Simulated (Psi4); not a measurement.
Interaction energy of CH2O ··· O2S (SMILES C=O and O=S=O). Monomers: optimised at B3LYP-D3(BJ) (def2-TZVP), held rigid. Orientation: a higher rigid-body minimum at GFN2-xTB. The monomers approach along the line of their centres of mass (distance R); nothing else relaxes.

Geometry at R = 2.63 Å (first 4 atoms: monomer A):
```
7

C     -0.0058     0.0011    -0.0001
O      1.1710    -0.2278     0.0088
H     -0.7618    -0.8081    -0.0056
H     -0.4034     1.0348    -0.0031
O      2.9903     1.0915     1.8033
S      2.1023     1.7435     0.8782
O      0.8702     2.2982     1.3719
```

Level of theory: Psi4 with SAPT0/jun-cc-pVDZ, frozen core.

Components in kcal/mol:

```json
[
 {"R / Å": "2.42", "electrostatics": "-42.70", "exchange": "83.31", "induction": "-25.52", "dispersion": "-10.28", "total": "4.82"},
 {"R / Å": "2.63", "electrostatics": "-24.01", "exchange": "41.82", "induction": "-12.49", "dispersion": "-6.55", "total": "-1.22"},
 {"R / Å": "2.84", "electrostatics": "-14.21", "exchange": "20.75", "induction": "-6.22", "dispersion": "-4.25", "total": "-3.92"},
 {"R / Å": "3.06", "electrostatics": "-8.76", "exchange": "9.85", "induction": "-3.08", "dispersion": "-2.75", "total": "-4.74"},
 {"R / Å": "3.37", "electrostatics": "-4.99", "exchange": "3.38", "induction": "-1.22", "dispersion": "-1.53", "total": "-4.36"},
 {"R / Å": "3.66", "electrostatics": "-3.30", "exchange": "1.22", "induction": "-0.55", "dispersion": "-0.92", "total": "-3.54"},
 {"R / Å": "4.10", "electrostatics": "-2.03", "exchange": "0.26", "induction": "-0.20", "dispersion": "-0.45", "total": "-2.42"},
 {"R / Å": "4.84", "electrostatics": "-1.10", "exchange": "0.02", "induction": "-0.05", "dispersion": "-0.16", "total": "-1.30"},
 {"R / Å": "5.80", "electrostatics": "-0.58", "exchange": "0.00", "induction": "-0.02", "dispersion": "-0.05", "total": "-0.65"},
 {"R / Å": "7.10", "electrostatics": "-0.29", "exchange": "0.00", "induction": "0.00", "dispersion": "-0.02", "total": "-0.31"}
]
```
